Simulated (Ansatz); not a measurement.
`OC(F)(Cl)O[SiH3]` → `CO[Si](O)(F)Cl`  (isomerisation)

Computed with Ansatz on PBE0-D4/def2-TZVP structures; ΔE is electronic, products minus reactants. CBS: MP2 limit from def2 TZ/QZ plus the TZ coupled-cluster correction, frozen cores. Functionals use def2-TZVPP. B3LYP here is the variant with VWN-RPA as its local correlation; programs differ in this. HSE06 is defined as in plane-wave codes. One conformer a species, not always the lowest.

`OC(F)(Cl)O[SiH3]`:

Z-matrix (Å, degrees):
```
C
F 1 1.350
Cl 1 1.788 2 107.6
O 1 1.365 2 110.1 3 -115.5
O 1 1.349 2 106.8 3 120.0
H 4 0.966 1 107.5 2 -55.1
Si 5 1.674 1 125.2 2 167.3
H 7 1.483 5 109.8 1 -72.6
H 7 1.477 5 103.9 1 169.3
H 7 1.480 5 110.4 1 49.3
```

`CO[Si](O)(F)Cl`:

Z-matrix (Å, degrees):
```
C
O 1 1.417
H 1 1.093 2 111.1
H 1 1.090 2 107.7 3 -119.4
H 1 1.093 2 110.8 3 121.6
Si 2 1.604 1 125.8 3 -52.1
F 6 1.587 2 111.5 1 -69.8
O 6 1.620 2 109.2 1 50.4
Cl 6 2.024 2 108.0 1 173.4
H 8 0.958 6 119.1 2 -173.7
```

```tsv
level	ΔE (kcal/mol)	difference from CCSD(T)/CBS
LDA (SPW92)	-109.3	14.4
PBE-D4	-112.7	11.0
revPBE-D4	-112.5	11.2
BLYP-D4	-116.6	7.1
r2SCAN-D4	-119.1	4.6
B97M-V	-121.1	2.6
PBE0-D4	-116.9	6.8
r2SCAN0-D4	-121.5	2.2
HSE06-D4	-116.8	6.9
CAM-B3LYP-D4	-120.2	3.5
ωB97X-V	-117.1	6.6
ωB97M-V	-119.4	4.3
B2PLYP	-122.3	1.4
PBE-QIDH	-121.6	2.1
PBE	-112.7	11.0
revPBE	-113.4	10.3
BLYP	-116.8	6.9
r2SCAN	-119.1	4.6
PBE0	-116.9	6.8
B3LYP	-119.9	3.8
r2SCANh	-120.1	3.6
r2SCAN0	-121.5	2.2
HSE06	-116.8	6.9
BHLYP	-123.8	-0.1
CAM-B3LYP	-120.2	3.5
LC-ωPBE	-119.1	4.6
RPA@PBE/def2-TZVPP	-116.4	7.3
HF/def2-SVP	-111.2	12.5
MP2/def2-SVP	-108.0	15.7
CCSD/def2-SVP	-105.5	18.2
CCSD(T)/def2-SVP	-103.4	20.3
HF/def2-TZVPP	-125.5	-1.8
MP2/def2-TZVPP	-125.1	-1.4
SCS-MP2/def2-TZVPP	-123.5	0.2
CCSD/def2-TZVPP	-122.6	1.1
HF/def2-QZVPP	-126.7	-3.0
SCS-MP2/def2-QZVPP	-125.7	-2.0
HF/CBS(def2)	-126.8	-3.1
MP2/CBS(def2)	-127.8	-4.1
CCSD/CBS(def2)	-125.4	-1.7
CCSD(T)/CBS	-123.7	0
```

Largest T1 diagnostic among the species: 0.012.

From PBE to PBE0 (25 % exact exchange), in def2-TZVPP and without D4, ΔE moves by −4.1 kcal/mol. At CCSD(T), def2-SVP lies +20.3 kcal/mol from the extrapolated value and def2-TZVPP +2.8 kcal/mol. Leaving LDA and LC-ωPBE aside and taking each functional with its dispersion term where it has one, the values, not all of them listed here, spread over 11.5 kcal/mol, from BHLYP-D4 to revPBE-D4. LDA lies +3.5 kcal/mol from PBE without D4.

CCSD(T)/CBS has its own doubt, a few kJ/mol and more with outer-core shells, so smaller differences from it don't rank the levels.
